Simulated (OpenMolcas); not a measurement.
## Kr3+: CASPT2 settings compared

* Program: OpenMolcas 26.06
* Basis: ANO-RCC-VDZ [5s4p1d]
* Scalar Hamiltonian: DKH2, point nucleus
* Active space: 3 electrons in 3 orbitals (4p)
* State averaging: 2S+1 = 4 odd, 1 root; 2S+1 = 2 odd, 8 roots kept (CI in the orbitals of an earlier block)
* Spin-orbit coupling: state interaction with AMFI integrals over the reference wave functions, term energies averaged over their components

Methods on the same reference wave functions:
A. CASSCF
B. SS-CASPT2, IPEA 0.35 Eh, imaginary shift 0.4 Eh (closed shells correlated: 3s 3p 3d 4s)
C. XMS-CASPT2, IPEA 0.15 Eh, imaginary shift 0.15 Eh (closed shells correlated: 3d 4s)
D. XMS-CASPT2, IPEA 0.1 Eh, sigma2 regulariser 0.25 Eh (closed shells correlated: 3d 4s)

Energies in cm-1 above 4s2 4p3 4S* 3/2, the measured ground level; measured values from Saloman, J. Phys. Chem. Ref. Data 36, 215 (2007).

```json
{"Level": "4s2 4p3 4S* 3/2", "A": "0.0", "B": "0.0", "C": "0.0", "D": "0.0", "Measured": "0.0"}
{"Level": "4s2 4p3 2D* 3/2", "A": "21955", "B": "21300", "C": "21300", "D": "21310", "Measured": "17038"}
{"Level": "4s2 4p3 2D* 5/2", "A": "23281", "B": "22990", "C": "23030", "D": "23040", "Measured": "18700"}
{"Level": "4s2 4p3 2P* 1/2", "A": "38474", "B": "34020", "C": "33770", "D": "33730", "Measured": "31056"}
{"Level": "4s2 4p3 2P* 3/2", "A": "40293", "B": "36270", "C": "36060", "D": "36030", "Measured": "33406"}
```

Deviations, from unrounded energies. A percentage is the sum of absolute deviations over the sum of measured energies, with the sign that they share, or ± where signs differ.

```
                        Against measurement  Levels      A      B      C      D
             mean absolute deviation (cm-1)       4   6000   3600   3500   3500
other terms of the ground configuration (%)       4  +23.8  +14.4  +13.9  +13.9
```

B, C, D lie about equally close to measurement and A furthest from it. The largest miss of D in the table is 4s2 4p3 2D* 5/2, by +4300 cm-1. The ranking rests on the paired levels alone, and a cruder setting can come out closer through cancelling errors.

Among B to D the level of the table that moves most is 4s2 4p3 2P* 1/2, by 290 cm-1 (lowest in D, highest in B). Moves below CASPT2's spread within the term are not significant.

The mean deviations of B to D differ by less than CASPT2's widest spread within a term (160 cm-1), so their order carries little weight.

From A to B the spin-free energies of the other terms of 4s2 4p3 shown, above 4S*, scale by factors of 0.88 to 0.98.

The lowest spin-free term lies below A's lowest term by 0.009 hartree in B, 0.007 hartree in C, 0.007 hartree in D.

CASPT2 breaks the degeneracy within a term, and the mean is taken; among the terms shown or strongly mixed into the levels shown the widest spread is 160 cm-1 (4s2 4p3 2P*, C). Terms from blocks run as CI alone lack orbitals of their own. With the s shell closed, the reference lacks s² → p² mixing. The basis is small and was not contracted for so high a charge. Some terms miss by over 15 % even with CASPT2, which points to a basis or an active space too small for the shells correlated (holds for B; C; D). Computed and measured levels are paired by configuration, term and J; levels that our copy of the source lacks, or whose pairing is in doubt (as where it misses far off the trend of its configuration), stay unpaired and out of the deviations. Only configurations of the active space appear.

* marks odd parity.
